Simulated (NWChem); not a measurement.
System: N2H4Te; SMILES N[Te]N

Here is an NWChem input.

```
start job
memory heap 200 mb stack 900 mb global 1100 mb
geometry units angstroms noautoz
  Te     0.000000     0.000000     0.280391
  N     -1.642985     0.000000    -0.918566
  H     -1.740328    -0.833453    -1.493411
  H     -1.740328     0.833453    -1.493411
  N      1.642985     0.000000    -0.918566
  H      1.740328     0.833453    -1.493411
  H      1.740328    -0.833453    -1.493411
end
basis spherical
  * library def2-svpd
end
ecp
  Te library def2-ecp
end
dft
  xc b3lyp
  iterations 150
end
tddft
  cis
  nroots 6
  notriplet
end
task tddft energy
```

Excerpt of the output:

```
             Northwest Computational Chemistry Package (NWChem) 7.3.0
             --------------------------------------------------------

 C2V symmetry detected

                             Geometry "geometry" -> ""
                             -------------------------

 Output coordinates in angstroms (scale by  1.889725989 to convert to a.u.)

  No.       Tag          Charge          X              Y              Z
 ---- ---------------- ---------- -------------- -------------- --------------
    1 Te                  52.0000     0.00000000     0.00000000     0.34115151
    2 N                    7.0000    -1.64298500     0.00000000    -0.85780549
    3 H                    1.0000    -1.74032800    -0.83345300    -1.43265049
    4 H                    1.0000    -1.74032800     0.83345300    -1.43265049
    5 N                    7.0000     1.64298500     0.00000000    -0.85780549
    6 H                    1.0000     1.74032800     0.83345300    -1.43265049
    7 H                    1.0000     1.74032800    -0.83345300    -1.43265049

 Effective nuclear repulsion energy (a.u.)     259.2684309858

      Symmetry information
      --------------------

 Group name             C2v
 Group number             16
 Group order               4
 No. of unique centers     3

                                 NWChem DFT Module
                                 -----------------

 Summary of "ao basis" -> "ao basis" (spherical)
 ------------------------------------------------------------------------------
       Tag                 Description            Shells   Functions and Types
 ---------------- ------------------------------  ------  ---------------------
 Te                        def2-svpd                13       35   5s5p3d
 N                         def2-svpd                 8       20   4s2p2d
 H                         def2-svpd                 4        8   2s2p

      Symmetry analysis of basis
      --------------------------

        a1         38
        a2         17
        b1         30
        b2         22

            General Information
            -------------------
          SCF calculation type: DFT
          Wavefunction type:  closed shell.
          No. of atoms     :     7
          No. of electrons :    42
           Alpha electrons :    21
            Beta electrons :    21
          Charge           :     0
          Spin multiplicity:     1
          Use of symmetry is: off; symmetry adaption is: on
          Maximum number of iterations: 150
          AO basis - number of functions:   107
                     number of shells:    45
          Convergence on energy requested:  1.00D-06
          Convergence on density requested:  1.00D-05
          Convergence on gradient requested:  5.00D-04

              XC Information
              --------------
                         B3LYP Method XC Potential
                     Hartree-Fock (Exact) Exchange  0.200
                        Slater Exchange Functional  0.800 local
                    Becke 1988 Exchange Functional  0.720 non-local
              Lee-Yang-Parr Correlation Functional  0.810
                  VWN I RPA Correlation Functional  0.190 local

             Grid Information
             ----------------
          Grid used for XC integration:  medium
          Radial quadrature: Mura-Knowles
          Angular quadrature: Lebedev.
          Tag              B.-S. Rad. Rad. Pts. Rad. Cut. Ang. Pts.
          ---              ---------- --------- --------- ---------
          Te                  1.40      123          10.0       590
          N                   0.65       49          10.0       434
          H                   0.35       45          11.0       434
          Grid pruning is: on
          Number of quadrature shells:   401
          Spatial weights used:  Erf1

      Superposition of Atomic Density Guess
      -------------------------------------

 Sum of atomic energies:        -421.70780574

      Non-variational initial energy
      ------------------------------

 Total energy =    -378.399116
 1-e energy   =    -883.774251
 2-e energy   =     370.707378
 HOMO         =      -0.222280
 LUMO         =      -0.017085

      Symmetry analysis of molecular orbitals - initial
      -------------------------------------------------

  Numbering of irreducible representations:

     1 a1          2 a2          3 b1          4 b2

  Orbital symmetries:

[...]

                                NWChem TDDFT Module
                                -------------------

            General Information
            -------------------
           No. of orbitals :     214
            Alpha orbitals :     107
             Beta orbitals :     107
        Alpha frozen cores :       0
         Beta frozen cores :       0
     Alpha frozen virtuals :       0
      Beta frozen virtuals :       0
         Spin multiplicity :       1
    Number of AO functions :     107
        Use of symmetry is : off
      Symmetry adaption is : on
         Schwarz screening :  0.10D-07

              XC Information
              --------------
                  B3LYP Method XC Potential
              Hartree-Fock (Exact) Exchange   0.20
                 Slater Exchange Functional   0.80 local
             Becke 1988 Exchange Functional   0.72 non-local
       Lee-Yang-Parr Correlation Functional   0.81
           VWN I RPA Correlation Functional   0.19 local

             TDDFT Information
             -----------------
          Calculation type : Tamm-Dancoff TDDFT
         Wavefunction type : Restricted singlets
          No. of electrons :      42
           Alpha electrons :      21
            Beta electrons :      21
              No. of roots :       6
          Max subspacesize :    5200
            Max iterations :     100
               Target root :       1
           Target symmetry : none
      Symmetry restriction : off
                 Algorithm : Optimal
        Davidson threshold :  0.10D-03

    6 smallest eigenvalue differences (eV)
--------------------------------------------------------
  No. Spin  Occ  Vir  Irrep   E(Occ)    E(Vir)   E(Diff)
--------------------------------------------------------
    1    1   21   22 b2       -0.215    -0.034     4.927
    2    1   21   23 a2       -0.215    -0.029     5.060
    3    1   21   24 b2       -0.215     0.010     6.133
    4    1   20   22 b1       -0.262    -0.034     6.186
    5    1   20   23 a1       -0.262    -0.029     6.318
    6    1   21   25 a1       -0.215     0.027     6.605
--------------------------------------------------------

  Entering Davidson iterations
  Restricted singlet excited states

  Iter   NTrls   NConv    DeltaV     DeltaE      Time
  ----  ------  ------  ---------  ---------  ---------
    1      6       0     0.16E+00   0.10+100       14.9
    2     12       0     0.36E-01   0.21E-01       13.6
    3     18       0     0.86E-02   0.16E-02       11.6
    4     24       2     0.27E-02   0.17E-03       13.7
    5     28       3     0.11E-02   0.15E-04       13.2
    6     31       3     0.29E-03   0.24E-05       13.0
    7     34       6     0.93E-04   0.15E-06       10.1
  ----  ------  ------  ---------  ---------  ---------
  Convergence criterion met

  Ground state a1       -379.926753867186 a.u.

  ----------------------------------------------------------------------------
  Root   1 singlet a2             0.147663980 a.u.                4.0181 eV
  ----------------------------------------------------------------------------
     Transition Moments    X  0.00000   Y -0.00000   Z -0.00000
     Dipole Oscillator Strength                    0.0000000000
     Electric Quadrupole                           0.0000000348
     Magnetic Dipole                               0.0000014497
     Total Oscillator Strength                     0.0000014845

     Occ.   21  b2  ---  Virt.   23  b1       0.99581
     Occ.   21  b2  ---  Virt.   27  b1      -0.08368
  ----------------------------------------------------------------------------
  Root   2 singlet b2             0.152427430 a.u.                4.1478 eV
  ----------------------------------------------------------------------------
     Transition Moments    X -0.00000   Y  0.31621   Z  0.00000
     Dipole Oscillator Strength                    0.0101608247
     Electric Quadrupole                           0.0000000129
     Magnetic Dipole                               0.0000013747
     Total Oscillator Strength                     0.0101622123

     Occ.   21  b2  ---  Virt.   22  a1      -0.99523
  ----------------------------------------------------------------------------
  Root   3 singlet b2             0.190885840 a.u.                5.1943 eV
  ----------------------------------------------------------------------------
     Transition Moments    X -0.00000   Y -0.73155   Z  0.00000
     Dipole Oscillator Strength                    0.0681040848
     Electric Quadrupole                           0.0000001025
     Magnetic Dipole                               0.0000000854
     Total Oscillator Strength                     0.0681042728

     Occ.   21  b2  ---  Virt.   24  a1       0.99887
  ----------------------------------------------------------------------------
  Root   4 singlet a1             0.194564657 a.u.                5.2944 eV
  ----------------------------------------------------------------------------
     Transition Moments    X -0.00000   Y -0.00000   Z  0.17719
     Dipole Oscillator Strength                    0.0040724889
     Electric Quadrupole                           0.0000000554
     Magnetic Dipole                               0.0000000000
     Total Oscillator Strength                     0.0040725443

[...]
```

Level: B3LYP/def2-SVPD with def2 effective core potentials on Te, TDA. The geometry was optimised at PBE0/def2-SVP. No frequency run checked for a minimum. B3LYP is NWChem's, with the RPA form of VWN correlation. def2 effective core potentials on Te; no spin-orbit coupling.
